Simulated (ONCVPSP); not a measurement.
# Before and after: ONCV potential for Mn (Z = 25)

```
Element                 : Mn (Z = 25)
Generator               : ONCVPSP 4.0.1
Type                    : optimised norm-conserving Vanderbilt (ONCV)
Functional              : LDA (Perdew-Zunger)
Relativity              : scalar-relativistic
Frozen core             : [Ne] 3s2
Valence charge          : 13
Reference configuration : 3p6 3d5 4s1.75 4p0.25
Partial waves           : 4s: rc 2.20 bohr, ncon 4, nbas 7, qcut 2.4 1/bohr, 2 projectors, debl 2.1 Ha; 3p+4p: rc 1.65 bohr, ncon 4, nbas 8, qcut 8.3 1/bohr, 2 projectors; 3d: rc 1.50 bohr, ncon 4, nbas 9, qcut 8.5 1/bohr, 2 projectors, debl 1.2 Ha; f scattering state at 0.37 Ha: rc 2.35 bohr, ncon 3, nbas 8, qcut 5.4 1/bohr, 1 projector
Local potential         : polynomial inside 1.35 bohr (lpopt 5, dvloc0 4 Ha)
Core correction         : Teter function, fcfact 2, rcfact 1.1
```

Change: all radii but the core radius scaled by about 1.06 (s 2.34, p 1.76, d 1.60, f 2.50 bohr); local potential polynomial inside 1.44 bohr (lpopt 5, dvloc0 4 Ha).

Cutoffs: the cutoffs (Ha) at which the residual kinetic energy of the hardest occupied pseudo-wave falls to 1 and 0.1 mHa per electron; they do not see the model core or the augmentation charge, which bear on the density cutoff. Errors are all-electron minus pseudo energies relative to the spin-unpolarised reference configuration.

How do hardness, ghosts and transferability respond?

The potential gets softer (34 Ha and 93 Ha → 32 Ha and 39 Ha); the errors of the 3 common tests hardly move; neither file shows a bound ghost. A larger radius leaves more room for a smooth pseudo-wave, so fewer plane waves are needed.

| quantity | base | changed |
| --- | --- | --- |
| cutoff, loose | 34 Ha | 32 Ha |
| cutoff, tight | 93 Ha | 39 Ha |
| loose cutoff by channel | s 6.8 Ha, p 25 Ha, d 34 Ha | s 7.0 Ha, p 24 Ha, d 32 Ha |
| bound ghosts | none | none |
| GHOST(+) flags under 300 eV | s at 57.2 eV | s at 87.5 eV |
| tests with a reliable result | 3 of 4 | 3 of 4 |
| error for 3p6 3d5 4s2 4p0, meV [ΔE -0.96 eV] | -0.1 | -0.1 |
| error for 3p6 3d5 4s1 4p0, meV [ΔE 7.69 eV] | -1.9 | -1.6 |
| error for 3p6 3d5 4s0 4p0, meV [ΔE 23.57 eV] | -14 | -12 |
| rms error of d²Exc/dni dnj with the model core, mHa | 3.12 | 3.01 |
